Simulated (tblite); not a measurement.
Record of a relaxation.

C7H13BFN.
Numbering: `[CH3:1][B:2]([CH3:3])[N:4]=[C:5]1[CH2:6][CH2:7][C@@H:8]([F:9])[CH2:10]1` (hydrogens: H11, H12, H13 on C1; H14, H15, H16 on C3; H17, H18 on C6; H19, H20 on C7; H21 on C8; H22, H23 on C10)

Computed with GFN2-xTB (tblite), gas phase: L-BFGS steps from a force-field or distance-geometry start until the largest atomic force falls under 0.01 eV/Å. 9 of its 133 geometries are shown.

Step 0: E = -829.8039 eV, largest atomic force 3.775 eV/Å
```
atom  x, y, z in Å  |  force x, y, z in eV/Å
C1      3.192    1.201   -0.816   -0.594   0.196   0.329
B2      1.940    0.288   -0.434   -1.246   0.192  -0.544
C3      2.210   -1.268   -0.116   -0.214   0.288  -0.019
N4      0.550    0.872   -0.626   -0.323  -1.638   1.172
C5     -0.579    0.413   -0.168    3.299   1.324  -1.271
C6     -1.859    1.106   -0.490   -0.185   0.147  -0.150
C7     -2.929    0.209    0.104   -1.040   0.034   0.091
C8     -2.225   -0.662    1.156   -0.475   0.050   0.236
F9     -2.799   -1.930    1.206    0.070   0.508   0.224
C10    -0.769   -0.751    0.746    0.100   0.069   0.671
H11     3.216    2.076   -0.134    0.171  -0.358  -0.634
H12     3.058    1.559   -1.857    0.241  -0.069   0.724
H13     4.133    0.646   -0.724   -0.253   0.383  -0.128
H14     3.274   -1.518   -0.273   -0.647  -0.033   0.158
H15     1.594   -1.878   -0.810    0.419   0.112   0.658
H16     1.938   -1.499    0.944    0.238  -0.038  -0.977
H17    -1.988    1.215   -1.583    0.173   0.222   0.545
H18    -1.867    2.101   -0.003    0.109  -0.401  -0.425
H19    -3.749    0.806    0.570    0.430  -0.569  -0.428
H20    -3.350   -0.436   -0.688    0.055   0.167   0.461
H21    -2.318   -0.177    2.155   -0.127  -0.580  -0.326
H22    -0.117   -0.657    1.641   -0.161  -0.296  -0.618
H23    -0.561   -1.689    0.211   -0.041   0.291   0.252
```

Step 16: E = -830.2950 eV, largest atomic force 0.311 eV/Å
```
atom  x, y, z in Å  |  force x, y, z in eV/Å
C1      3.127    1.248   -0.754    0.017   0.019  -0.006
B2      1.929    0.236   -0.543   -0.031   0.002   0.035
C3      2.209   -1.305   -0.269    0.026  -0.033  -0.024
N4      0.607    0.735   -0.611    0.307  -0.046  -0.011
C5     -0.498    0.405   -0.130   -0.095   0.118  -0.069
C6     -1.789    1.074   -0.502   -0.203   0.044  -0.024
C7     -2.907    0.220    0.086   -0.048  -0.146   0.053
C8     -2.264   -0.594    1.216   -0.064  -0.023   0.028
F9     -2.806   -1.868    1.248   -0.126   0.041   0.085
C10    -0.792   -0.689    0.862    0.059  -0.002  -0.002
H11     3.126    2.127   -0.117   -0.147   0.017   0.057
H12     3.042    1.615   -1.776    0.017   0.070  -0.048
H13     4.103    0.784   -0.663    0.056  -0.066   0.040
H14     3.246   -1.598   -0.397    0.072   0.025  -0.052
H15     1.600   -2.019   -0.817   -0.089   0.066  -0.042
H16     1.967   -1.430    0.789    0.088  -0.136  -0.049
H17    -1.881    1.207   -1.576    0.022   0.041  -0.106
H18    -1.790    2.063   -0.045    0.040   0.108  -0.007
H19    -3.749    0.818    0.438    0.015  -0.082  -0.059
H20    -3.264   -0.505   -0.645   -0.092   0.069  -0.092
H21    -2.449   -0.175    2.208    0.020   0.071   0.044
H22    -0.121   -0.710    1.709    0.096   0.052   0.229
H23    -0.651   -1.611    0.299    0.061  -0.209   0.020
```

Step 33: E = -830.6317 eV, largest atomic force 0.272 eV/Å
```
atom  x, y, z in Å  |  force x, y, z in eV/Å
C1      2.962    1.358   -0.529    0.089   0.008   0.138
B2      2.029    0.059   -0.612   -0.145   0.019   0.112
C3      2.398   -1.490   -0.788    0.130  -0.104   0.008
N4      0.697    0.327   -0.457    0.092  -0.033  -0.033
C5     -0.453    0.234   -0.008   -0.163   0.045   0.044
C6     -1.656    0.951   -0.568   -0.230  -0.100   0.019
C7     -2.858    0.163   -0.050   -0.054  -0.142   0.125
C8     -2.388   -0.361    1.320   -0.108   0.064  -0.036
F9     -3.052   -1.528    1.659    0.113   0.165  -0.057
C10    -0.879   -0.585    1.195   -0.066   0.093   0.060
H11     2.526    2.121    0.126    0.114  -0.237  -0.070
H12     3.037    1.829   -1.509   -0.063  -0.145  -0.053
H13     3.981    1.172   -0.204    0.001  -0.088   0.075
H14     3.300   -1.756   -1.333    0.037   0.255  -0.067
H15     1.578   -2.055   -1.229   -0.002   0.090  -0.059
H16     2.523   -1.902    0.221    0.006   0.164  -0.112
H17    -1.629    1.048   -1.653    0.019   0.003   0.070
H18    -1.652    1.953   -0.122   -0.004  -0.055  -0.147
H19    -3.770    0.760    0.049    0.193  -0.095  -0.103
H20    -3.071   -0.695   -0.698    0.050   0.133   0.099
H21    -2.625    0.363    2.115    0.029  -0.151  -0.067
H22    -0.353   -0.303    2.107    0.090  -0.042  -0.039
H23    -0.651   -1.636    0.978   -0.126   0.153   0.093
```

Step 50: E = -830.8934 eV, largest atomic force 0.164 eV/Å
```
atom  x, y, z in Å  |  force x, y, z in eV/Å
C1      2.917    1.182   -0.276   -0.012   0.074  -0.063
B2      1.992   -0.092   -0.534    0.071   0.023  -0.018
C3      2.568   -1.413   -1.216    0.049  -0.014  -0.072
N4      0.679    0.042   -0.259    0.117  -0.036  -0.096
C5     -0.489    0.165    0.129    0.008  -0.012   0.131
C6     -1.625    0.801   -0.628   -0.143  -0.047  -0.040
C7     -2.850    0.083   -0.066   -0.058  -0.125  -0.046
C8     -2.520   -0.127    1.418   -0.089   0.055  -0.114
F9     -3.202   -1.221    1.917    0.044   0.077  -0.024
C10    -1.009   -0.364    1.446   -0.083   0.017   0.141
H11     2.417    1.930    0.334    0.066   0.011   0.072
H12     3.111    1.643   -1.242    0.045   0.059  -0.058
H13     3.888    0.967    0.163   -0.069  -0.114   0.048
H14     3.300   -1.165   -1.984   -0.069  -0.039   0.035
H15     1.797   -2.031   -1.668   -0.044   0.043  -0.047
H16     3.079   -2.044   -0.492    0.014   0.093   0.073
H17    -1.511    0.696   -1.704   -0.015  -0.066  -0.050
H18    -1.660    1.871   -0.407    0.021   0.000   0.091
H19    -3.796    0.603   -0.224    0.112   0.051   0.032
H20    -2.924   -0.905   -0.527   -0.059   0.015   0.011
H21    -2.844    0.725    2.033    0.107  -0.052  -0.029
H22    -0.507    0.119    2.285   -0.038  -0.011   0.019
H23    -0.816   -1.436    1.514    0.024  -0.001   0.005
```

Step 66: E = -830.9278 eV, largest atomic force 0.047 eV/Å
```
atom  x, y, z in Å  |  force x, y, z in eV/Å
C1      2.940    1.178   -0.273   -0.005   0.005   0.006
B2      1.981   -0.059   -0.581    0.019   0.010  -0.016
C3      2.573   -1.365   -1.276    0.007  -0.018  -0.009
N4      0.683    0.020   -0.230    0.004   0.007   0.009
C5     -0.491    0.131    0.152    0.003  -0.001   0.000
C6     -1.625    0.737   -0.639   -0.029  -0.029  -0.017
C7     -2.867    0.054   -0.073   -0.008  -0.014   0.011
C8     -2.540   -0.111    1.415   -0.005   0.021  -0.009
F9     -3.236   -1.169    1.963   -0.001   0.015  -0.020
C10    -1.030   -0.355    1.479   -0.011  -0.002  -0.013
H11     2.477    1.917    0.375    0.025   0.017   0.028
H12     3.208    1.681   -1.200    0.025  -0.018   0.015
H13     3.864    0.844    0.192   -0.006   0.045  -0.013
H14     3.295   -1.120   -2.052   -0.035   0.012   0.020
H15     1.813   -2.007   -1.714   -0.028   0.005   0.000
H16     3.103   -1.954   -0.530    0.001  -0.015  -0.009
H17    -1.498    0.601   -1.710   -0.006  -0.025  -0.020
H18    -1.656    1.811   -0.434    0.010  -0.020  -0.008
H19    -3.782    0.621   -0.239    0.011  -0.011   0.021
H20    -2.992   -0.940   -0.509    0.022   0.031   0.005
H21    -2.842    0.772    1.992    0.012   0.004   0.018
H22    -0.551    0.163    2.310   -0.003  -0.028  -0.001
H23    -0.833   -1.423    1.591   -0.004   0.008   0.001
```

Step 82: E = -830.9390 eV, largest atomic force 0.063 eV/Å
```
atom  x, y, z in Å  |  force x, y, z in eV/Å
C1      2.991    1.198   -0.238   -0.006  -0.005   0.004
B2      1.999   -0.013   -0.546    0.006   0.021   0.010
C3      2.529   -1.326   -1.283   -0.024   0.030   0.011
N4      0.701    0.066   -0.191    0.020   0.025   0.002
C5     -0.489    0.114    0.151    0.010  -0.006   0.011
C6     -1.625    0.669   -0.678    0.005  -0.027   0.015
C7     -2.875    0.046   -0.064   -0.013  -0.004  -0.024
C8     -2.537   -0.093    1.422   -0.016   0.026  -0.029
F9     -3.262   -1.117    1.996    0.001   0.001   0.002
C10    -1.037   -0.384    1.470    0.007   0.016   0.008
H11     2.559    1.952    0.414   -0.025   0.004  -0.005
H12     3.281    1.691   -1.164   -0.010   0.002  -0.006
H13     3.909    0.845    0.228    0.004  -0.026   0.001
H14     3.210   -1.078   -2.091    0.017   0.002  -0.020
H15     1.722   -1.926   -1.694    0.021  -0.034   0.011
H16     3.082   -1.948   -0.582   -0.016  -0.008  -0.011
H17    -1.507    0.442   -1.737    0.020   0.005   0.021
H18    -1.631    1.757   -0.563   -0.034  -0.032  -0.012
H19    -3.772    0.638   -0.237   -0.011  -0.008   0.027
H20    -3.041   -0.957   -0.461    0.015   0.008  -0.049
H21    -2.803    0.809    1.984    0.016   0.021   0.029
H22    -0.543    0.099    2.311    0.050   0.020   0.033
H23    -0.865   -1.457    1.563   -0.037  -0.030  -0.031
```

Step 99: E = -830.9431 eV, largest atomic force 0.039 eV/Å
```
atom  x, y, z in Å  |  force x, y, z in eV/Å
C1      3.006    1.212   -0.229   -0.013  -0.020   0.011
B2      2.002    0.011   -0.538    0.002  -0.003   0.009
C3      2.512   -1.305   -1.283   -0.003   0.002   0.019
N4      0.708    0.091   -0.171    0.009   0.015   0.009
C5     -0.486    0.110    0.158    0.001  -0.004   0.004
C6     -1.622    0.642   -0.687    0.000  -0.012  -0.003
C7     -2.875    0.037   -0.062   -0.011   0.003   0.008
C8     -2.530   -0.071    1.425   -0.010   0.003  -0.004
F9     -3.277   -1.056    2.037   -0.019   0.034   0.001
C10    -1.041   -0.412    1.464   -0.003   0.004  -0.002
H11     2.577    1.968    0.424   -0.015   0.008  -0.022
H12     3.306    1.704   -1.153   -0.011  -0.009   0.025
H13     3.915    0.845    0.243    0.011  -0.006  -0.015
H14     3.171   -1.057   -2.110    0.008  -0.015  -0.020
H15     1.697   -1.913   -1.669    0.009   0.007  -0.012
H16     3.083   -1.930   -0.598    0.007   0.024   0.002
H17    -1.494    0.381   -1.736    0.000  -0.012  -0.025
H18    -1.639    1.732   -0.616    0.014   0.001   0.027
H19    -3.770    0.633   -0.233   -0.011  -0.011  -0.015
H20    -3.047   -0.970   -0.447   -0.004   0.001  -0.005
H21    -2.759    0.859    1.960    0.017  -0.020   0.028
H22    -0.521    0.013    2.321    0.006   0.008   0.005
H23    -0.923   -1.497    1.509    0.016   0.001  -0.025
```

Step 116: E = -830.9454 eV, largest atomic force 0.023 eV/Å
```
atom  x, y, z in Å  |  force x, y, z in eV/Å
C1      2.996    1.215   -0.221    0.003   0.003   0.003
B2      2.001    0.009   -0.536    0.004   0.015   0.005
C3      2.524   -1.297   -1.290   -0.012   0.007   0.018
N4      0.708    0.079   -0.164    0.010  -0.013  -0.009
C5     -0.488    0.092    0.158   -0.007   0.009   0.001
C6     -1.621    0.631   -0.689   -0.006  -0.009   0.000
C7     -2.876    0.035   -0.059   -0.008   0.002   0.012
C8     -2.526   -0.047    1.428   -0.007   0.003   0.005
F9     -3.309   -0.981    2.072    0.007  -0.002   0.004
C10    -1.050   -0.438    1.458   -0.005   0.005  -0.008
H11     2.559    1.974    0.422   -0.012  -0.007  -0.008
H12     3.301    1.702   -1.145   -0.002   0.003  -0.001
H13     3.904    0.855    0.257    0.002  -0.006  -0.001
H14     3.161   -1.040   -2.132    0.007  -0.005   0.003
H15     1.716   -1.924   -1.657    0.001  -0.003  -0.004
H16     3.122   -1.902   -0.611    0.015   0.000  -0.011
H17    -1.496    0.371   -1.738    0.003  -0.010  -0.004
H18    -1.629    1.721   -0.613    0.009  -0.005   0.010
H19    -3.773    0.622   -0.244    0.004   0.005   0.000
H20    -3.043   -0.980   -0.425   -0.005   0.007  -0.012
H21    -2.708    0.904    1.942   -0.009   0.007   0.004
H22    -0.514   -0.046    2.321    0.002  -0.007  -0.004
H23    -0.965   -1.527    1.476    0.005   0.002  -0.004
```

Step 132: E = -830.9487 eV, largest atomic force 0.009 eV/Å
```
atom  x, y, z in Å  |  force x, y, z in eV/Å
C1      2.939    1.231   -0.206    0.003  -0.004   0.002
B2      2.002   -0.017   -0.538    0.005  -0.001  -0.007
C3      2.595   -1.291   -1.293    0.001  -0.001   0.003
N4      0.703    0.004   -0.181    0.004   0.003   0.006
C5     -0.495    0.025    0.138    0.001   0.002  -0.003
C6     -1.617    0.585   -0.709    0.003   0.000  -0.003
C7     -2.895    0.099   -0.032    0.002   0.001  -0.002
C8     -2.510   -0.006    1.446   -0.003   0.000  -0.007
F9     -3.337   -0.884    2.113    0.003   0.002   0.003
C10    -1.065   -0.499    1.435    0.001   0.003  -0.008
H11     2.451    1.978    0.415   -0.003  -0.001  -0.005
H12     3.254    1.720   -1.125   -0.008   0.003   0.003
H13     3.844    0.912    0.304    0.002  -0.003   0.007
H14     3.151   -0.998   -2.181   -0.002   0.002   0.006
H15     1.830   -2.000   -1.595   -0.007  -0.005  -0.002
H16     3.293   -1.819   -0.645    0.001   0.004  -0.004
H17    -1.531    0.265   -1.746   -0.001   0.002  -0.001
H18    -1.554    1.675   -0.691   -0.005  -0.003   0.000
H19    -3.744    0.760   -0.193    0.000  -0.001   0.001
H20    -3.161   -0.899   -0.386   -0.003  -0.002   0.001
H21    -2.612    0.955    1.963    0.003   0.000   0.004
H22    -0.485   -0.175    2.297    0.003   0.002   0.006
H23    -1.059   -1.592    1.417    0.000  -0.003   0.002
```

Q: Summarise the path.

A: The energy falls by 110.46 kJ/mol from step 0 to step 132; nine tenths of that is first reached at step 45. It falls at every step. The largest force goes from 3.775 to 0.009 eV/Å. Among the bonds B2–N4 changes most, from 1.520 to 1.347 Å; the atoms move by 1.053 Å rms after alignment.

Q: Follow the three bonds and two angles with the largest change from start to end.

A: 
| step | E above end (kJ/mol) | largest force (eV/Å) | B2–N4 (Å) | N4=C5 (Å) | C3–H16 (Å) | B2–N4–C5 (°) | N4–C5–C6 (°) |
| --- | --- | --- | --- | --- | --- | --- | --- |
| 0 | 110.46 | 3.775 | 1.520 | 1.302 | 1.118 | 127.8 | 120.3 |
| 6 | 71.84 | 0.302 | 1.437 | 1.253 | 1.089 | 132.0 | 124.4 |
| 11 | 67.24 | 0.280 | 1.417 | 1.257 | 1.093 | 133.7 | 124.4 |
| 17 | 61.88 | 0.272 | 1.412 | 1.250 | 1.095 | 136.2 | 123.2 |
| 23 | 52.19 | 0.292 | 1.399 | 1.246 | 1.090 | 145.0 | 123.9 |
| 29 | 39.13 | 0.444 | 1.373 | 1.246 | 1.102 | 153.8 | 125.0 |
| 34 | 28.74 | 0.345 | 1.363 | 1.239 | 1.089 | 159.1 | 124.3 |
| 40 | 17.77 | 0.230 | 1.356 | 1.236 | 1.091 | 164.6 | 126.6 |
| 46 | 9.30 | 0.213 | 1.347 | 1.239 | 1.094 | 170.2 | 126.6 |
| 52 | 4.45 | 0.135 | 1.350 | 1.240 | 1.090 | 173.1 | 126.2 |
| 57 | 3.02 | 0.113 | 1.347 | 1.238 | 1.089 | 174.2 | 125.9 |
| 63 | 2.19 | 0.061 | 1.347 | 1.239 | 1.090 | 176.2 | 126.0 |
| 69 | 1.87 | 0.040 | 1.348 | 1.239 | 1.089 | 177.2 | 126.0 |
| 75 | 1.52 | 0.051 | 1.347 | 1.239 | 1.088 | 178.0 | 125.8 |
| 80 | 1.12 | 0.064 | 1.348 | 1.239 | 1.089 | 178.9 | 126.0 |
| 86 | 0.73 | 0.035 | 1.347 | 1.239 | 1.088 | 177.7 | 125.5 |
| 92 | 0.67 | 0.016 | 1.347 | 1.239 | 1.088 | 177.3 | 125.5 |
| 98 | 0.57 | 0.044 | 1.347 | 1.239 | 1.089 | 177.4 | 125.5 |
| 103 | 0.39 | 0.042 | 1.347 | 1.239 | 1.088 | 177.6 | 125.5 |
| 109 | 0.35 | 0.012 | 1.347 | 1.239 | 1.088 | 177.4 | 125.6 |
| 115 | 0.33 | 0.018 | 1.347 | 1.239 | 1.088 | 177.4 | 125.6 |
| 121 | 0.24 | 0.045 | 1.347 | 1.239 | 1.088 | 178.3 | 125.4 |
| 126 | 0.05 | 0.025 | 1.347 | 1.239 | 1.089 | 179.3 | 125.4 |
| 132 | 0.00 | 0.009 | 1.347 | 1.239 | 1.088 | 179.5 | 125.4 |

What follows is the cost of the whole relaxation. On an Intel Xeon at 2.50 GHz with one thread, no GPU, shared host with 64 logical CPUs at a one-minute load of 51, this took 5.1 s wall, 3.4 s CPU.
